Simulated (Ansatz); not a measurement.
Basis-set extrapolation for CH5ClSi2, SMILES `Cl[SiH]1C[SiH2]1` (PBE0-D4/def2-TZVP geometry, frozen core, the Gaussian-basis code of Ansatz). Multiplicity 1, RHF reference.

```csv
,def2-TZVPP,def2-QZVPP
HF,-1078.198270,-1078.230553
MP2 correlation,-0.600005,-0.648741
CCSD(T) correlation,-0.683535,not run
```

Energies in hartree. Use E(X) = E(∞) + A·exp(−7.88·√X) for Hartree–Fock and E(X) = E(∞) + B·X^(−2.97) for correlation, with X = 3 and 4, and add CCSD(T) minus MP2 of the smaller set to the MP2 limit.

**Question.** What is the CCSD(T) energy at the basis-set limit?

**Answer.** HF limit: -1078.230553 + (-0.032283) × 0.13774 = -1078.23500. MP2 limit: -0.648741 + (-0.048736) × 0.74074 = -0.68484. Higher-order term: -0.683535 − (-0.600005) = -0.08353. Total: -1079.00337 hartree, 3.31 eV below CCSD(T)/def2-TZVPP.
